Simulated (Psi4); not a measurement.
Pair of molecules: CO (SMILES [C-]#[O+]) (first 2 atoms) with C3H6 (SMILES C=CC); geometry from B3LYP-D3(BJ)/def2-TZVP, rigid monomers moved along the line of their centres of mass till C1···C3 is 6.16 Å.
(charge 0, multiplicity 1):
```xyz
11

C      0.45953    -0.10698     0.24635
O     -0.49701     0.48403     0.30113
C      1.21463    -0.90609     6.30885
C     -0.08362    -0.70500     6.49591
C     -0.76328     0.62568     6.45605
H      1.89320    -0.08285     6.11441
H      1.64738    -1.89749     6.34167
H     -0.72402    -1.56251     6.68628
H     -1.28371     0.82934     7.39610
H     -0.05168     1.43257     6.27580
H     -1.51883     0.65420     5.66538
```

The numbers are results of SAPT0/jun-cc-pV(D+d)Z run with Psi4, not measurements.

Which attractive term is largest, and how does the interaction split up?

electrostatics -0.2, exchange 0.0, induction 0.0, dispersion -0.2, total -0.4 kJ/mol; the largest attraction is dispersion.
